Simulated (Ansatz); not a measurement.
Calculated with Ansatz (gas phase, PBE0-D4/def2-TZVP geometries, no zero-point term in ΔE). CCSD(T)/CBS adds triple-zeta CCSD(T) − MP2 to the extrapolated MP2 energy (def2 sets, frozen cores). This one scheme is used for every species. DFT in def2-TZVPP. B3LYP here is the variant with VWN-RPA as its local correlation; programs differ in this. One conformer a species, not always the lowest.

Consider the formal exchange of groups at the Al–F bond: `CC(C)[O][Al]([F])[Cl]` + `CCC` → `CC(C)[O][Al]([Cl])[CH](C)C` + H–F.

CCSD(T)/CBS gives +46.6 kcal/mol.

Problem. Another level gave +47.6 kcal/mol. Which?
A. PBE/def2-TZVPP
B. PBE0-D4/def2-TZVPP
C. r2SCAN/def2-TZVPP
D. B3LYP-D4/def2-TZVPP

Solution. D. B3LYP-D4 47.6, PBE0-D4 45.0, r2SCAN 49.3, PBE 46.3 kcal/mol.

Largest T1 diagnostic among the species: 0.011.

The D4 term adds −3.3 kcal/mol with B3LYP and −2.1 kcal/mol with PBE0; it sums over pairs of atoms, weighted by their polarisabilities, and B3LYP, whose exchange is more repulsive, gets the larger term. In def2-TZVPP, CCSD(T) changes the Hartree–Fock value by −7.8 kcal/mol (the triples alone add −1.3 kcal/mol) and MP2 by −8.0 kcal/mol.
